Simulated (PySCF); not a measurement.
# Exercise with solution: dipole moment from atomic charges

bromoethene (C₂H₃Br), SMILES C=CBr. Atoms are numbered in the order given.

```xyz
6

C      0.3099    -2.0959     0.0000
C     -0.5215    -1.0723     0.0000
Br     0.0449     0.7215     0.0000
H      1.3853    -1.9709     0.0000
H     -0.0879    -3.1045     0.0000
H     -1.5991    -1.1671     0.0000
```
Charge 0, spin multiplicity 1.

The structure is a stationary point at PBE0-D3(BJ)/def2-TZVP.

Charges (e) from PBE/def2-TZVPD in PySCF:

```json
[
 {"atom": "C1", "ESP fit": "-0.335", "IAO": "-0.325"},
 {"atom": "C2", "ESP fit": "-0.166", "IAO": "-0.210"},
 {"atom": "Br3", "ESP fit": "-0.054", "IAO": "0.020"},
 {"atom": "H4", "ESP fit": "0.190", "IAO": "0.169"},
 {"atom": "H5", "ESP fit": "0.171", "IAO": "0.171"},
 {"atom": "H6", "ESP fit": "0.194", "IAO": "0.175"}
]
```

The dipole moment of the full density is 1.34 D.

Task: What dipole moment does each set of point charges give, and which comes closer to that of the density?

Result: 
μ = Σ q r, and 1 e Å = 4.8032 D.
ESP fit: Σ q r = (-0.082, -0.291, 0.000) e Å, |μ| = 1.45 D.
IAO: Σ q r = (-0.051, -0.147, 0.000) e Å, |μ| = 0.75 D.
ESP fit comes closer in size. Point charges leave out the atoms' own dipoles (lone pairs, polarised bonds); fits to the potential absorb them, partitions of the density don't.
